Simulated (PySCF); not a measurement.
Positional isomers: butadiene amino+boryl. Isolated molecules, 0 K electronic values unless said otherwise. One relaxed conformer stands for each flexible species; it need not be the lowest. Strings in code marks are SMILES.

Method: PBE0-D4/def2-TZVP (PySCF). Excitations are Tamm–Dancoff values on a coarser integration grid. The basis has no diffuse functions, so Rydberg states are missing or too high.

```
species         T1 excitation (TDA) (eV)  HOMO–LUMO gap (eV)
--------------  ------------------------  ------------------
`B/C(C=C)=C/N`                      2.99                5.12
`B/C(C=C)=C\N`                      2.42                4.35
`C=C/C=C(/N)B`                      1.65                3.66
`B/C=C(/N)C=C`                      2.69                4.82
`B/C=C(\N)C=C`                      2.46                 ___
`NC(/C=C/B)=C`                       ___                 ___
```

### Question
What belongs in the gaps?

### Answer

- `B/C=C(\N)C=C`, HOMO–LUMO gap (eV): 4.53
- `NC(/C=C/B)=C`, T1 excitation (TDA) (eV): 2.33
- `NC(/C=C/B)=C`, HOMO–LUMO gap (eV): 4.26
